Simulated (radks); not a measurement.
Problem. These are the eigenvalues of the occupied orbitals of an atom or ion with whole-number occupations (hartree). Method: Dirac Kohn-Sham, relativistic LDA (MacDonald-Vosko exchange, VWN5 correlation), spin-unpolarised, spherical densities, finite nucleus; Fermi nuclear charge, rms radius of each element as measured or else 0.836 A^(1/3) + 0.57 fm; computed with a radial shooting solver on a logarithmic mesh with Libxc functionals.

1s1/2: -1336.367
2s1/2: -274.2775
2p1/2: -263.6145
2p3/2: -251.5314
3s1/2: -105.4791
3p1/2: -101.5771
3p3/2: -98.59609

Which element is it, and in what charge state? The configuration may be excited. Open shells, if any, fill j = l - 1/2 first.

Solution. Z = 54, xenon, charge +38: Xe38+ in [Ne] 3s2 3p4. The list shows which subshells hold electrons but not how many an open one holds; the 1s level, -1336.4 hartree, gives Z - s = 51.7 by -(Z - s)^2/2, which with screening and relativity narrows Z to a few neighbours, and the depths of the outer levels then fix element, charge and occupations together.
